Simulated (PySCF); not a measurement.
C2H7ClNPSi2.
Geometry (PBE0-D3(BJ)/def2-SVP, Å), atoms numbered from 1 in this order:
```xyz
14
C2H7ClNPSi2 angstrom
N     -0.089    3.084   -0.724
C     -0.265    2.117   -0.108
Si    -0.450    0.517    0.827
P      0.864   -1.109    0.003
Si     2.641    0.193   -0.595
C      3.210    1.149    0.935
Cl     4.711    2.034    0.529
H     -1.884    0.128    0.759
H     -0.045    0.813    2.229
H      0.248   -1.101   -1.286
H      2.299    1.144   -1.687
H      3.725   -0.734   -1.029
H      2.463    1.891    1.253
H      3.422    0.482    1.784
```

Computed with PySCF at wB97X-D/def2-SVPD, non-relativistic, on one gas-phase PBE0-D3(BJ)/def2-SVP geometry that isn't relaxed in the solvent. The solvent is an IEF-PCM continuum (Bondi radii, 1.10 Å for H, scaled by 1.2), and excitations are vertical TDDFT with non-equilibrium linear response and a frozen core. Only the electrostatic response of the medium enters.

Gas-phase singlets (H = HOMO, L = LUMO):

```
state  E (eV)  λ (nm)      f  leading configuration
   S1   5.989     207  0.009              H→L+1 62%
   S2   6.283     197  0.100                H→L 74%
   S3   6.513     190  0.014              H→L+2 65%
   S4   6.615     187  0.083              H→L+3 44%
   S5   6.796     182  0.023              H→L+3 30%
```

**Question.** How does the list change in acetonitrile (ε = 35.69)?

**Answer.** 
| state | E (eV) | λ (nm) | f | leading configuration | change by rank (eV) |
| --- | --- | --- | --- | --- | --- |
| S1 | 6.051 | 205 | 0.084 | H→L 49% | +0.062 |
| S2 | 6.230 | 199 | 0.084 | H→L 41% | -0.053 |
| S3 | 6.473 | 192 | 0.042 | H→L+2 42% | -0.040 |
| S4 | 6.660 | 186 | 0.134 | H→L+3 61% | +0.045 |
| S5 | 6.866 | 181 | 0.027 | H-1→L+2 14% | +0.070 |

**Question.** What are the lowest 5 singlets in dimethylsulfoxide (ε = 46.83)?

**Answer.** 
```tsv
state	E (eV)	λ (nm)	f	leading configuration	change by rank (eV)
S1	6.042	205	0.100	H→L 52%	+0.053
S2	6.223	199	0.087	H→L 38%	-0.060
S3	6.467	192	0.050	H→L+1 42%	-0.046
S4	6.650	186	0.146	H→L+3 62%	+0.035
S5	6.863	181	0.030	H-1→L+2 14%	+0.067
```

**Question.** How do the frontier levels move from gas to dimethylsulfoxide?

**Answer.** 
```
orbital  gas (eV)  solvent (eV)  change (eV)
 LUMO+2      0.96          1.30        +0.34
 LUMO+1      0.77          1.00        +0.23
   LUMO      0.58          0.73        +0.15
   HOMO     -9.74         -9.47        +0.27
 HOMO-1    -10.34        -10.19        +0.15
 HOMO-2    -10.75        -10.68        +0.07
 HOMO-3    -11.01        -10.74        +0.27
```

The HOMO–LUMO gap goes from 10.33 to 10.20 eV. Rows go by rank; for HOMO-3, HOMO-2, LUMO, LUMO+1 and LUMO+2 the atom shares or the degeneracy differ between the runs, so the row needn't follow one orbital.

The run took 37 s on Arm Neoverse V1, one thread, shared host, and the process peaked at 1.0 GiB of memory. This is the whole response run at wB97X-D/def2-SVPD in dimethylsulfoxide, SCF included.
